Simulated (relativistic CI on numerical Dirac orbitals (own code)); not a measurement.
Cubic crystal-field splitting of Tm2+ by operator equivalents

Problem. Tm2+ (4f13) sits in a cubic field with the Wybourne parameters B⁴₀ = 1400 and B⁶₀ = 280 cm⁻¹. Find the levels of its ground J multiplet, neglecting the mixing with the other J.

Working.
1. One f hole has the ground level ²F7/2 with g_J = 8/7 and the Stevens factors β = −2/1155 and γ = 4/27027.
2. Stevens form: B₄ = β B⁴₀/8 = -0.3030 and B₆ = γ B⁶₀/16 = 0.00259 cm⁻¹, in H = B₄(O₄⁰ + 5O₄⁴) + B₆(O₆⁰ − 21O₆⁴).
3. For J = 7/2 the eigenvalues are E(Γ6) = 840B₄ − 25200B₆ = -319.8, E(Γ7) = −1080B₄ − 15120B₆ = 288.1 and E(Γ8) = 120B₄ + 20160B₆ = 15.9 cm⁻¹.
4. Order and energies above the lowest: Γ6 0.0, Γ8 335.7, Γ7 607.9 cm⁻¹. A Γ6 ground doublet has the isotropic |g| = 2.667.

Check. Diagonalising spin-orbit coupling (free-ion gap 8658 cm⁻¹, from a Dirac-Coulomb-Breit calculation) and field together in all 14 states gives Γ6 0.0, Γ8 328.3, Γ7 607.3 cm⁻¹, with |g| = 2.667. The other multiplet starts at 8852 cm⁻¹; the differences from the hand values come from J mixing and grow with the ratio of the field to that gap.
